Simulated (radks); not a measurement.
Task: Radial electron density D(r) = 4 pi r^2 rho(r) of an atom or ion with 26 electrons. All-electron calculation, scalar-relativistic Kohn-Sham, exchange-only r2SCAN, spin-polarised, spherical densities, finite nucleus; meta-GGA in the generalised Kohn-Sham scheme; Fermi nuclear charge, rms radius of each element as measured or else 0.836 A^(1/3) + 0.57 fm. Program: a radial shooting solver on a logarithmic mesh with Libxc functionals.

```
   r/bohr * D(r) (the largest magnitude, 35, reaches the edge; | marks zero)
 0.003404 |  *
 0.003932 |  *
 0.004541 |   *
 0.005244 |    *
 0.006008 |      *
 0.006938 |       *
 0.008013 |          *
 0.009254 |            *
  0.01069 |               *
  0.01234 |                   *
  0.01414 |                       *
  0.01633 |                           *
  0.01886 |                                *
  0.02178 |                                    *
  0.02516 |                                         *
  0.02882 |                                            *
  0.03328 |                                               *
  0.03844 |                                                *
  0.04439 |                                                *
  0.05127 |                                              *
  0.05874 |                                            *
  0.06784 |                                         *
  0.07834 |                                      *
  0.09048 |                                     *
   0.1045 |                                       *
   0.1197 |                                          *
   0.1383 |                                               *
   0.1597 |                                                    *
   0.1844 |                                                      *
    0.213 |                                                    *
   0.2459 |                                              *
   0.2818 |                                      *
   0.3254 |                             *
   0.3758 |                      *
    0.434 |                   *
   0.5012 |                    *
   0.5743 |                       *
   0.6632 |                         *
   0.7659 |                         *
   0.8846 |                     *
    1.022 |                *
     1.17 |            *
    1.352 |       *
    1.561 |    *
    1.803 |   *
    2.082 |  *
    2.385 | *
    2.755 | *
    3.181 |*
    3.674 |*
    4.243 |*
      4.9 *
    5.614 *
    6.484 *
    7.488 *
    8.648 *
    9.987 *
    11.44 *
    13.21 *
    15.26 *
```

What is the nuclear charge?

Result: Z = 26. The innermost maximum, from 1s, lies near gamma/Z bohr with gamma = sqrt(1 - (Z/c)^2) = 0.982, here 0.0378 bohr (found: 0.0407), and its height grows with Z. The density is that of neutral iron in [Ar] 3d6 4s1.75 4p0.25; the configuration itself is not fixed sharply by these data, and Z only to about a unit. D(r) has 3 maxima, at r = 0.0407, 0.186, 0.696 bohr, and minima at 0.0890, 0.441 bohr, inside which lie 2.11, 10.64 electrons.
